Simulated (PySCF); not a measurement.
`Fc1c(Cl)sc2cc[nH]c12` in a uniform electric field

Species: C6H3ClFNS.
Structure used (PBE0-D3(BJ)/def2-SVP), in Å, numbered top down from 1:
```
atom  x, y, z in Å
F1     2.0351   -1.2259    1.4806
C2     1.5157   -0.3570    0.6266
C3     2.2336    0.6016   -0.0384
Cl4    3.9133    0.8645    0.0960
S5     1.2477    1.5901   -1.0943
C6    -0.1651    0.6978   -0.6368
C7    -1.5620    0.6474   -0.8898
C8    -2.0465   -0.3853   -0.1106
N9    -1.0175   -0.9562    0.5971
C10    0.1391   -0.3038    0.2840
H11   -2.1494    1.2787   -1.5514
H12   -3.0641   -0.7558   -0.0089
H13   -1.1003   -1.7380    1.2302
```

Level: PBE0/def2-SVPD (PySCF); nuclei fixed, core orbitals frozen in the response. Permanent dipole (-3.095, -1.355, 0.477) D (1 au = 2.5417 D). Static polarisability (au):

```
x   155.94  17.39   4.97
y    17.39  91.49 -20.42
z     4.97 -20.42  81.72
```

Only the terms in μ and α are kept: μ(F) = μ + αF and ΔE = −μ·F − ½ F·αF.

**Question.** Apply 0.003 au along ±x, ±y and ±z in turn. Tabulate induced and total dipoles and both energy terms.

**Answer.** 
| field along | induced x (D) | induced y (D) | induced z (D) | total size (D) | −μ·F (kJ/mol) | −½F·αF (kJ/mol) |
| --- | --- | --- | --- | --- | --- | --- |
| +x | 1.189 | 0.133 | 0.038 | 2.322 | +9.591 | -1.842 |
| −x | -1.189 | -0.133 | -0.038 | 4.556 | -9.591 | -1.842 |
| +y | 0.133 | 0.698 | -0.156 | 3.051 | +4.199 | -1.081 |
| −y | -0.133 | -0.698 | 0.156 | 3.877 | -4.199 | -1.081 |
| +z | 0.038 | -0.156 | 0.623 | 3.583 | -1.478 | -0.966 |
| −z | -0.038 | 0.156 | -0.623 | 3.358 | +1.478 | -0.966 |

**Question.** For the field (0.0000, 0.0021, 0.0009) au, what is the induced dipole, and what angle does it make with the field?

**Answer.** αF = (0.104, 0.442, 0.078) D, at 18.5° to the field. The polarisability along this direction, F·αF/F², is 75.19 au, against a mean of 109.72 au.

**Question.** Which field along μ doubles the dipole in that direction (linear response)?

**Answer.** The polarisability along the dipole is 157.86 au, so F = 1.3424 au / 157.86 au = 0.0085 au = 0.44 V/Å; higher-order terms are ignored.

**Question.** What field makes μF equal to kT at 100 K?

**Answer.** kT = 0.3167 × 10⁻³ Eh, so F = 0.000236 au = 1.21 MV/cm.

**Question.** Induction energy −ᾱe²/2R⁴ of a unit charge at 9 Å, the molecule taken as a point?

**Answer.** R = 17.01 bohr, so the energy is −109.7/(2 × 17.01⁴) Eh = -1.72 kJ/mol. The charge–dipole term at its most favourable orientation, −μe/R², is -12.2 kJ/mol.

Geometry: PBE0-D3(BJ)/def2-SVP; no solvent, vibrations or thermal averaging.
